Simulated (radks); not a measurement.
Results of a calculation; reference values are marked as such.
Effect of the nuclear size on the bismuth ion Bi+, [Hg] 6p2. Level of theory: Dirac Kohn-Sham, PBE, spin-unpolarised, spherical densities, finite nucleus; open shells are shared between the two j in proportion to 2j + 1; Fermi nuclear charge, rms radius 5.5211 fm (a radial shooting solver on a logarithmic mesh with Libxc functionals). The rms radius is varied about that value; shifts are against it.

| rms radius (fm) | total energy shift (eV) | density at nucleus (e/bohr^3) | 1s1/2 shift (meV) | 2s1/2 shift (meV) | 5p1/2 shift (meV) | 6s1/2 shift (meV) | 6p1/2 shift (meV) | 6p3/2 shift (meV) | 7s1/2 (empty) shift (meV) |
|---|---|---|---|---|---|---|---|---|---|
| 4.9524 | -28.3 | 3.117e+06 | -11200 | -1720 | 0.306 | -2.57 | 0.287 | 0.384 | -0.384 |
| 5.0849 | -21.8 | 3.08e+06 | -8670 | -1330 | 0.236 | -1.98 | 0.221 | 0.297 | -0.297 |
| 5.5211 | 0 | 2.969e+06 | 0.000 | 0.000 | 0.000 | 0.000 | 0.000 | 0.000 | 0.000 |
| 6.0346 | 27.0 | 2.853e+06 | 10700 | 1640 | -0.287 | 2.45 | -0.273 | -0.367 | 0.366 |
| 6.2057 | 36.2 | 2.818e+06 | 14400 | 2210 | -0.385 | 3.29 | -0.367 | -0.493 | 0.492 |

Slopes of the eigenvalues against <r^2> in GHz/fm^2, as finite differences over the two radii next to the reference (eigenvalue slopes, not the field-shift constants of lines): 1s1/2 444000, 2s1/2 68100, 5p1/2 -12.0, 6s1/2 102, 6p1/2 -11.3, 6p3/2 -15.2, 7s1/2 (empty) 15.2.
